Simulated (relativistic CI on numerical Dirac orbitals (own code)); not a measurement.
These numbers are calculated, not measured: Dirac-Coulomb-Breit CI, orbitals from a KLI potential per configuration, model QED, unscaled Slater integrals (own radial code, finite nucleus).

CI space (outside the closed core 1s2): 2s, 2p, 3s, 3p, 3d, 4s, 4p, 4d, 4f, 5s, 5p, 5d, 5f, 5g, 6s, 6p, 6d. Levels of other configurations are missing.

At this charge energies of transitions that change n are usually good to better than 1 %, and those within a shell (Δn = 0) to a few per cent.

Outline of the computed level scheme of As XXXI. Lowest level of each configuration: 2s ²S1/2 at 0.00 eV; 2p ²P°1/2 at 64.36 eV; 3s ²S1/2 at 1914.45 eV; 3p ²P°1/2 at 1932.33 eV; 3d ²D3/2 at 1952.10 eV; 4s ²S1/2 at 2575.11 eV; 4p ²P°1/2 at 2582.47 eV; 4d ²D3/2 at 2590.76 eV; 4f ²F°5/2 at 2592.67 eV.

Some strong electric-dipole decays among the lowest 15 levels: 3d ²D5/2 → 2p ²P°3/2 (6.0e+13 s⁻¹); 3d ²D3/2 → 2p ²P°1/2 (5.2e+13 s⁻¹); 3p ²P°1/2 → 2s ²S1/2 (2.1e+13 s⁻¹); 3p ²P°3/2 → 2s ²S1/2 (2.0e+13 s⁻¹); 4d ²D5/2 → 2p ²P°3/2 (2.0e+13 s⁻¹); 4d ²D3/2 → 2p ²P°1/2 (1.7e+13 s⁻¹); 4f ²F°7/2 → 3d ²D5/2 (1.3e+13 s⁻¹); 4f ²F°5/2 → 3d ²D3/2 (1.2e+13 s⁻¹).
